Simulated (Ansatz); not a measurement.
Reaction (substitution at a C–Sn bond): `[CH3][SnH]([NH2])[Cl]` + `[OH][AlH][SH]` → `C[O][AlH][SH]` + `[NH2][SnH2][Cl]`

Isolated molecules relaxed with PBE0-D4/def2-TZVP in Ansatz; ΔE leaves out vibrations. CBS: MP2 limit from def2 TZ/QZ plus the TZ coupled-cluster correction, frozen cores. Functionals use def2-TZVPP. B3LYP here is the variant with VWN-RPA as its local correlation; programs differ in this. Elements past krypton have def2 core potentials. For Sn outer-core shells are correlated without core-valence functions, which leaves a few kJ/mol of doubt a bond. One conformer a species, not always the lowest.

```json
{"level": "PBE-D4", "ΔE (kJ/mol)": "80.4", "difference from CCSD(T)/CBS": "-14.4"}
{"level": "PBE0-D4", "ΔE (kJ/mol)": "82.0", "difference from CCSD(T)/CBS": "-12.8"}
{"level": "B3LYP-D4", "ΔE (kJ/mol)": "77.6", "difference from CCSD(T)/CBS": "-17.2"}
{"level": "ωB97X-V", "ΔE (kJ/mol)": "79.3", "difference from CCSD(T)/CBS": "-15.5"}
{"level": "PBE0", "ΔE (kJ/mol)": "81.2", "difference from CCSD(T)/CBS": "-13.6"}
{"level": "B3LYP", "ΔE (kJ/mol)": "76.1", "difference from CCSD(T)/CBS": "-18.7"}
{"level": "SCS-MP2/def2-TZVPP", "ΔE (kJ/mol)": "88.7", "difference from CCSD(T)/CBS": "-6.1"}
{"level": "CCSD(T)/def2-TZVPP", "ΔE (kJ/mol)": "87.3", "difference from CCSD(T)/CBS": "-7.5"}
{"level": "MP2/def2-QZVPP", "ΔE (kJ/mol)": "102.0", "difference from CCSD(T)/CBS": "7.2"}
{"level": "HF/CBS(def2)", "ΔE (kJ/mol)": "70.0", "difference from CCSD(T)/CBS": "-24.8"}
{"level": "CCSD(T)/CBS", "ΔE (kJ/mol)": "94.8", "difference from CCSD(T)/CBS": "0"}
```

Largest T1 diagnostic among the species: 0.012.

In def2-TZVPP, CCSD(T) changes the Hartree–Fock value by +17.7 kJ/mol (the triples alone add +1.6 kJ/mol) and MP2 by +28.0 kJ/mol.
